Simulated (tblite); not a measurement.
Compound: C₇H₈N (doublet state).
Atom-mapped SMILES: `[CH:1]#[C:2][C:3]1[CH2:4][CH:5]=[N:6][CH2:7][CH2:8]1` (hydrogens: H9 on C1; H10, H11 on C4; H12 on C5; H13, H14 on C7; H15, H16 on C8)

Structure used (GFN2-xTB), in Å, numbered top down from 1:
```xyz
16
C7H8N angstrom
C      3.101    0.260    0.720
C      1.949    0.205    0.335
C      0.671    0.148   -0.140
C     -0.203    1.350   -0.225
C     -1.539    1.063    0.425
N     -1.965   -0.049    0.811
C     -1.185   -1.239    0.675
C     -0.046   -1.134   -0.369
H      4.090    0.302    1.063
H      0.260    2.222    0.243
H     -0.417    1.612   -1.270
H     -2.194    1.916    0.565
H     -0.768   -1.469    1.662
H     -1.873   -2.048    0.410
H     -0.507   -1.136   -1.363
H      0.620   -1.993   -0.284
```

Level: GFN2-xTB in tblite, geometry and Hessian alike; calculated harmonic values, unscaled, isolated species. This tight-binding method is rough: wavenumbers can miss measured ones by several per cent, in bad cases by 10 to 20. One conformer, not necessarily the lowest. Open shells enter through the occupations alone, without spin polarisation, and single modes of such species can be off by tens of per cent.

Harmonic wavenumbers (cm⁻¹): 66.7, 116.9, 166.8, 269.6, 330.0, 392.9, 433.4, 457.2, 490.1, 515.7, 656.3, 721.6, 747.6, 805.4, 895.2, 922.8, 949.8, 978.9, 1021.0, 1040.7, 1092.6, 1143.8, 1177.8, 1218.4, 1231.7, 1265.3, 1302.8, 1311.8, 1386.1, 1430.1, 1453.5, 1466.2, 1755.6, 2123.5, 2870.5, 2918.8, 2931.5, 2950.5, 2977.9, 3008.6, 3017.4, 3396.5.

A = 4232, B = 1579, C = 1307 MHz; mass 106.066 u (most abundant isotopes); point group C1, symmetry number 1; spin multiplicity 2.

**Question.** Zero-point energy?

**Answer.** Half the sum of the wavenumbers: 27705 cm⁻¹ = 79.21 kcal/mol.

**Question.** What is S at 273.15 K and 1 bar for an ideal gas of classical rigid rotors and harmonic oscillators?

**Answer.** Translation 39.48, rotation 27.74, vibration 16.83, spin (R ln 2) 1.38: S = 85.4 cal/(mol K).

**Question.** And Cp and H(273.15 K) − H(0)?

**Answer.** Cp = 29.13 cal/(mol K), of which vibrations give 21.18 (their classical limit is 42 R = 83.5); H(273.15 K) − H(0) = 4.80 kcal/mol without the zero-point energy, 2.63 from vibrations.

**Question.** What must be added to the electronic energy to get the Gibbs energy at 273.15 K and 1 bar?

**Answer.** ZPE + [H(273.15 K) − H(0)] − T·S = 79.21 + 4.80 − 23.34 = 60.67 kcal/mol.

**Question.** How do the functions run with temperature in this model?

**Answer.** 
```
 T (K)  S (cal/(mol K))  Cp (cal/(mol K))  H − H(0) (kcal/mol)  G − H(0) (kcal/mol)  ln q(vib)
    50             56.5              10.7                 0.45                -2.38       0.20
   100             65.0              14.3                 1.07                -5.43       0.82
298.15             88.1              31.4                 5.56               -20.71       4.07
373.15             95.8              37.9                 8.16               -27.60       5.46
   500            108.3              47.5                13.60               -40.56       7.88
   750            130.3              60.6                27.24               -70.46      12.71
  1000            148.9              69.0                43.51              -105.42      17.34
```

q(vib) and H(0) count from the zero-point level.

**Question.** Which modes carry the vibrational entropy at 273.15 K?

**Answer.** 66.7 cm⁻¹: 4.08; 116.9 cm⁻¹: 2.98; 166.8 cm⁻¹: 2.31; 269.6 cm⁻¹: 1.45; 330.0 cm⁻¹: 1.12; 392.9 cm⁻¹: 0.86 cal/(mol K); the other 36 give 4.03 together.

**Question.** Blend soft modes into free rotors: weight 1/[1 + (100 cm⁻¹/ν̃)⁴] for the oscillator and the rest for a rotor with moment μB/(μ + B), μ = h/(8π²ν), B = 10⁻⁴⁴ kg m². What vibrational entropy results?

**Answer.** 15.96 cal/(mol K) in place of 16.83, which changes −T·S at 273.15 K by +0.24 kcal/mol.

Hindered rotation and anharmonicity are outside this model. Other conformers, if any are populated, would add a mixing term that is left out. The structure is chiral; the term R ln 2 for an equal mix with its mirror image is left out.

On an Intel Xeon Platinum 8259CL at 2.50 GHz with one thread (shared host), this took 0.76 s of wall time. This covers the Hessian and the dipole derivatives.
